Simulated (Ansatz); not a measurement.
Isomers of C2H6BCl: 1 is CB(C)Cl, 2 is CCBCl; one conformer of each (the lowest of an xTB search), B3LYP-D3(BJ)/def2-TZVP minima.
Isomer 1 (charge 0, multiplicity 1):
```xyz
10

C      1.3101    -0.4676     0.0178
B      0.0985     0.5065    -0.1042
C     -1.3881     0.0673     0.0647
Cl     0.4321     2.2195    -0.4570
H      2.2372     0.0136     0.3285
H      1.0981    -1.3165     0.6718
H      1.4915    -0.8884    -0.9807
H     -2.1002     0.6941    -0.4718
H     -1.6336     0.1521     1.1322
H     -1.5457    -0.9804    -0.2013
```
Isomer 2 (charge 0, multiplicity 1):
```xyz
10

C     -1.180     0.263     0.202
C      0.056    -0.593    -0.075
B      1.441     0.097    -0.199
Cl     1.642     1.838    -0.033
H     -1.330     1.004    -0.585
H     -2.082    -0.348     0.264
H     -1.079     0.809     1.141
H     -0.075    -1.180    -0.996
H      0.172    -1.370     0.695
H      2.435    -0.519    -0.413
```

No zero-point or thermal terms.

Cores are frozen in the correlated methods.

Programs: Ansatz (an electronic-structure program). Each number belongs to the level named beside it.

Predict the electronic energy of isomer 2 less that of isomer 1 from SVWN5/def2-TZVPP.

15.2 kcal/mol

Give the electronic energy of isomer 2 less that of isomer 1 at the level MP2/cc-pV(D+d)Z.

13.3 kcal/mol

Estimate the electronic energy of isomer 2 less that of isomer 1 that CCSD(T)/cc-pV(D+d)Z returns for this input.

12.6 kcal/mol
